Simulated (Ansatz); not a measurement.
A nudged elastic band was laid between two geometries of C2H7NTe (11 atoms, charge 0, multiplicity 1).

These are results of RKS PBE/def2-SVP in Ansatz, not measurements.

```json
{
  "movable images": "7",
  "climbing image": "yes",
  "spring": "5.0 eV/Å²",
  "optimiser": "quadratic models (default)",
  "start path": "through a guess of the saddle point",
  "force threshold": "0.03 eV/Å",
  "iteration limit": "60",
  "end points": "relaxed"
}
```

Initial state:

```xyz
11
Properties=species:S:1:pos:R:3
C -0.974 1.005 0.010
C -0.038 -0.159 0.298
N 1.312 0.248 0.422
Te -0.466 -1.741 -1.354
H -0.728 1.495 -0.955
H -0.869 1.768 0.811
H -2.031 0.677 -0.031
H -0.350 -0.715 1.202
H 1.666 0.703 -0.428
H 1.946 -0.520 0.663
H 0.599 -2.818 -0.618
```

Final state:

```xyz
11
Properties=species:S:1:pos:R:3
C -1.090 0.835 -0.058
C -0.255 -0.402 0.187
N 1.135 0.092 0.537
Te -0.048 -1.648 -1.569
H -0.683 1.583 -0.804
H -1.235 1.407 0.891
H -2.103 0.553 -0.404
H 1.120 0.516 1.483
H 1.603 0.826 -0.090
H 1.785 -0.710 0.566
H -0.164 -3.109 -0.720
```

(1) Which bonds break or form, and what moves?

(2) What energy profile does the band end with?

(3) What is the geometry of the highest image?

Answers

(1) Bonds broken: C2–H8. Bonds formed: N3–H8.

(2) The forces met the threshold. The highest image is number 5 of 0 to 8, 3.34 eV above the first end and 0.76 eV above the last; the last end lies 2.57 eV above the first. Neighbouring images differ by up to 1.6 eV, so the band resolves the path poorly. A vibrational analysis at the climbing image gives one clearly imaginary mode, 1364i cm⁻¹: a first-order saddle point. The orbitals stay closed-shell, which can raise the energy where a bond breaks towards radicals; this wasn't checked here.

```json
{"image": "0", "path coordinate (Å)": "0.00", "energy (eV)": "0.00", "C2–H8 (Å)": "1.11", "N3–H8 (Å)": "2.07"}
{"image": "1", "path coordinate (Å)": "0.47", "energy (eV)": "0.01", "C2–H8 (Å)": "1.11", "N3–H8 (Å)": "2.07"}
{"image": "2", "path coordinate (Å)": "0.95", "energy (eV)": "0.05", "C2–H8 (Å)": "1.11", "N3–H8 (Å)": "2.07"}
{"image": "3", "path coordinate (Å)": "1.42", "energy (eV)": "0.49", "C2–H8 (Å)": "1.10", "N3–H8 (Å)": "1.89"}
{"image": "4", "path coordinate (Å)": "1.90", "energy (eV)": "2.10", "C2–H8 (Å)": "1.16", "N3–H8 (Å)": "1.52"}
{"image": "5", "path coordinate (Å)": "2.37", "energy (eV)": "3.34", "C2–H8 (Å)": "1.47", "N3–H8 (Å)": "1.13"}
{"image": "6", "path coordinate (Å)": "2.83", "energy (eV)": "2.86", "C2–H8 (Å)": "1.89", "N3–H8 (Å)": "1.03"}
{"image": "7", "path coordinate (Å)": "3.28", "energy (eV)": "2.60", "C2–H8 (Å)": "2.09", "N3–H8 (Å)": "1.04"}
{"image": "8", "path coordinate (Å)": "3.74", "energy (eV)": "2.57", "C2–H8 (Å)": "2.10", "N3–H8 (Å)": "1.04"}
```

(3) 
```xyz
11
Properties=species:S:1:pos:R:3:forces:R:3
C -1.036 0.882 -0.085 0.00 0.00 0.00
C -0.206 -0.357 0.165 0.00 0.00 0.00
N 1.272 0.172 0.521 0.00 0.00 0.00
Te -0.183 -1.727 -1.516 0.00 0.00 0.00
H -0.708 1.519 -0.952 0.00 0.00 0.00
H -1.038 1.547 0.809 0.00 0.00 0.00
H -2.091 0.597 -0.265 0.00 0.00 0.00
H 0.619 -0.182 1.373 0.00 0.00 0.00
H 1.556 1.128 0.218 0.00 0.00 0.00
H 1.983 -0.534 0.292 0.00 0.00 0.00
H -0.104 -3.101 -0.539 0.00 0.00 0.00
```

Run time: 3.2 min on 2 threads of Arm Neoverse V2, on a shared host, peak memory 0.14 GiB.
